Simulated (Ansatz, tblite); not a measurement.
Cost and result up the ladder for (HMg-mu-F)2 (Mg2H2F2) (6 atoms). Charge 0, multiplicity 1. Geometry: PBE0-D4/def2-TZVP.

```xyz
6

Mg   -1.132    0.559    0.707
H    -2.460    1.209    1.530
F     0.017   -0.966    0.791
Mg    1.134   -0.558   -0.706
H     2.455   -1.212   -1.535
F    -0.014    0.968   -0.787
```

Ansatz on 4 threads of Intel Xeon Platinum 8259CL on a shared host; xTB runs through tblite on one thread. Times are rough, summed over both states, and most runs start from the orbitals of an earlier one. PBE0-D4/def2-TZVP serves as the yardstick here, not as an exact answer. The other state is a doublet.

The xTB rows come from tblite. HOMO above LUMO, or a gap near zero within one spin, warns that the state may not be the lowest or that an electron is smeared out.

Raw xTB energies of ions are shifted by several eV.

```tsv
level	functions	wall time	vertical IE (eV)	difference from PBE0-D4/def2-TZVP (eV)	remarks
GFN1-xTB	20	0.012 s	15.73	6.02	–
GFN2-xTB	28	0.015 s	14.64	4.94	–
PBE-D4/def2-TZVP	138	3.1 s	9.31	-0.40	gap within one spin near zero (+1 doublet)
PBE0-D4/def2-TZVP (with forces)	138	4.5 s	9.70	0.00	–
r2SCAN-D4/def2-TZVP	138	5.1 s	9.38	-0.32	gap within one spin near zero (+1 doublet)
```
